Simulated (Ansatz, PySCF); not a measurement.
Reaction R1 → P1 + P2, each structure at its B3LYP-D3(BJ)/def2-TZVP stationary point, reached from a drawn start (curvature not checked).
P1, CuHO (SMILES [OH][Cu]) (charge 0, multiplicity 1):
```xyz
3

Cu     0.255    -0.143    -1.303
O      0.260    -0.168     0.492
H     -0.515     0.311     0.811
```
R1, CuH2O2 (SMILES [OH][Cu][OH]) (charge 0, multiplicity 2):
```xyz
5

Cu     0.0000    -0.0003    -0.0004
O      1.7538    -0.0346     0.0150
H      2.1635    -0.7702     0.4855
O     -1.7538     0.0345    -0.0152
H     -2.1635     0.7705    -0.4849
```
P2, OH (SMILES [OH]) (charge 0, multiplicity 2):
```json
[
 {"atom": "O", "x (Å)": "0.0000", "y (Å)": "0.0000", "z (Å)": "0.4884"},
 {"atom": "H", "x (Å)": "0.0000", "y (Å)": "0.0000", "z (Å)": "-0.4884"}
]
```

P less R. No zero-point or thermal terms; singlets are restricted closed shells; open shells are unrestricted; no spin–orbit coupling. The spin states of the d-block species are the ones drawn and need not be the lowest.

Correlated levels freeze the cores.

Codes used: Ansatz (Gaussian orbitals); PySCF for the D3/D4 terms. No computed number here is a measurement.

```csv
level,reaction energy (kJ/mol)
HF/def2-SVP,281.3
HF/def2-TZVPP,303.7
BLYP-D3(BJ)/def2-TZVPP,317.3
revPBE-D4/def2-TZVPP,311.0
B3LYP-D3(BJ)/def2-TZVPP,288.6
CAM-B3LYP-D4/def2-TZVPP,289.4
wB97M-V/def2-TZVPP,…
MP2/def2-SVP,…
SCS-MP2/def2-QZVPP,…
```

### Question
What belongs in the gaps?

### Answer

- wB97M-V/def2-TZVPP, reaction energy (kJ/mol): 276.6
- MP2/def2-SVP, reaction energy (kJ/mol): 172.8
- SCS-MP2/def2-QZVPP, reaction energy (kJ/mol): 196.1

Ansatz is a program for electronic structure.
